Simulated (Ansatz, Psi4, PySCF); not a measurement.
C$_{3}$H$_{8}$NO (SMILES CN(C)C=[OH+]), charge +1, singlet, geometry from GFN2-xTB, atoms displaced at random by about 0.03 Å a coordinate. Base run: HF/6-31G, gradient (PySCF).

The PySCF input:
```python
from pyscf import gto, scf

mol = gto.Mole()
mol.atom = '''
    C    -0.749893   -1.121082    0.656895
    N    -0.310002    0.176849    0.183265
    C    -1.243597    1.224606    0.341369
    C     0.833883    0.390204   -0.461961
    O     1.624332   -0.623503   -0.666056
    H    -0.932059   -1.115737    1.599671
    H     0.000597   -1.891688    0.349663
    H    -1.630273   -1.442041    0.084853
    H    -0.890097    2.216565   -0.080334
    H    -1.459731    1.301429    1.376457
    H    -2.232155    1.003595   -0.197172
    H     0.996011    1.383230   -0.791419
    H     2.457430   -0.360430   -1.093169
'''
mol.basis = '6-31g'
mol.charge = 1
mol.spin = 0
mol.verbose = 4
mol.build()

mf = scf.RHF(mol)
mf.kernel()
g = mf.nuc_grad_method()
grad = g.kernel()
```

Programs used: Ansatz (a first-principles code), Psi4, PySCF; a row that names a program was run with it.

The coordinate followed is y of atom 13.

Each row names what was changed in the base input (with any setting that the change needs).

```json
[
 {"change": "base", "dE/dx (Eh/bohr)": "0.018434", "net force (Eh/bohr)": "0.000000"},
 {"change": "code = ansatz", "dE/dx (Eh/bohr)": "0.018433", "net force (Eh/bohr)": "0.000000"},
 {"change": "finite difference step (bohr) = 1e-5; conv_tol = 1e-11", "dE/dx (Eh/bohr)": "0.018434", "net force (Eh/bohr)": "-"},
 {"change": "density fitting = on", "dE/dx (Eh/bohr)": "0.018438", "net force (Eh/bohr)": "0.000000"},
 {"change": "finite difference step (bohr) = 0.01; conv_tol = 1e-11", "dE/dx (Eh/bohr)": "0.018436", "net force (Eh/bohr)": "-"},
 {"change": "finite difference step (bohr) = 0.2; conv_tol = 1e-11", "dE/dx (Eh/bohr)": "0.019280", "net force (Eh/bohr)": "-"},
 {"change": "finite difference step (bohr) = 1e-4; conv_tol = 1e-11", "dE/dx (Eh/bohr)": "0.018433", "net force (Eh/bohr)": "-"},
 {"change": "finite difference step (bohr) = 0.05; conv_tol = 1e-11", "dE/dx (Eh/bohr)": "0.018488", "net force (Eh/bohr)": "-"},
 {"change": "density fitting = on; auxbasis_response = off", "dE/dx (Eh/bohr)": "0.018448", "net force (Eh/bohr)": "0.001308"},
 {"change": "conv_tol = 1e-11", "dE/dx (Eh/bohr)": "0.018433", "net force (Eh/bohr)": "0.000000"},
 {"change": "code = psi4", "dE/dx (Eh/bohr)": "0.018434", "net force (Eh/bohr)": "0.000000"},
 {"change": "conv_tol = 1e-6", "dE/dx (Eh/bohr)": "0.018435", "net force (Eh/bohr)": "0.000000"}
]
```

The net force is zero for an exact gradient.
